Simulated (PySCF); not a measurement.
Mapped SMILES: `[CH3:1][c:2]1[cH:3][cH:4][c:5]2[cH:6][cH:7][cH:8][c:9]3[c:10]2[c:11]1[CH2:12][CH2:13]3`. Hydrogens are named by the atom that carries them.

Theoretical values (PySCF 2.14): geometry: PBE0-D3(BJ)/def2-SVP, shieldings: GIAO PBE/pcSseg-1, J: B3LYP/pcJ-1 (without the spin–dipole term). Gas phase, equivalent nuclei averaged, one conformer, non-relativistic.

Predict the 2D correlation tables (HSQC, COSY, HMBC).

Answers



HSQC (one-bond C–H):
| δH | δC | $^{1}J$(C,H) (Hz) |
| --- | --- | --- |
| 7.52 (H(C4)) | 125.9 (C4) | 166 |
| 7.52 (H(C6)) | 125.4 (C6) | 166 |
| 7.46 (H(C7)) | 130.1 (C7) | 164 |
| 7.34 (H(C3)) | 133.5 (C3) | 162 |
| 7.32 (H(C8)) | 122.2 (C8) | 165 |
| 3.42 (H(C13)) | 35.0 (C13) | 136 |
| 3.20 (H(C12)) | 33.8 (C12) | 136 |
| 2.41 (H(C1)) | 21.6 (C1) | 133 |

COSY cross peaks (|J| ≥ 2 Hz):
| δH | δH | abs. J (Hz) | bonds |
| --- | --- | --- | --- |
| 7.52 (H(C4)) | 7.34 (H(C3)) | 9.2 | 3 |
| 7.52 (H(C6)) | 7.46 (H(C7)) | 9.2 | 3 |
| 7.46 (H(C7)) | 7.32 (H(C8)) | 7.8 | 3 |
| 3.42 (H(C13)) | 3.20 (H(C12)) | 10.2 | 3 |

HMBC (two and three bonds, |J| ≥ 2.5 Hz):
| δH | δC [abs. J in Hz] |
| --- | --- |
| 7.52 (H(C4)) | 139.7 (C10) [6.8], 131.4 (C2) [8.8], 125.4 (C6) [4.6] |
| 7.52 (H(C6)) | 139.7 (C10) [6.7], 125.9 (C4) [4.6], 122.2 (C8) [9.0] |
| 7.46 (H(C7)) | 149.0 (C9) [8.3], 131.1 (C5) [9.2] |
| 7.34 (H(C3)) | 147.1 (C11) [7.0], 131.1 (C5) [9.1], 21.6 (C1) [5.2] |
| 7.32 (H(C8)) | 139.7 (C10) [7.3], 125.4 (C6) [7.1], 35.0 (C13) [3.3] |
| 3.42 (H(C13)) | 149.0 (C9) [6.2], 139.7 (C10) [3.2], 122.2 (C8) [3.2] |
| 3.20 (H(C12)) | 147.1 (C11) [6.2], 139.7 (C10) [3.3], 131.4 (C2) [3.1] |
| 2.41 (H(C1)) | 147.1 (C11) [5.1], 133.5 (C3) [5.4], 131.4 (C2) [5.5] |

Shifts are taken against calculated references (same method and geometry level): TMS for $^{1}$H (31.20 ppm), $^{13}$C (180.03 ppm).

Short H···H contacts in this conformer between protons four or more bonds apart (candidates for NOE cross peaks, intensity ∝ r⁻⁶): H(C1)···H(C3) 2.37 Å, H(C4)···H(C6) 2.70 Å.

Unscaled 3J(H,H) at this level run about 10 % above measured values. Shifts are as computed. Against solution values, carbons near 30 ppm lie about +2 ppm off and those near 130 ppm about +2 ppm. Of 1211 compounds with measured shifts, 218 miss one by over three times the rms of a fit or turn the order of signals round; such compounds aren't used in these exercises.
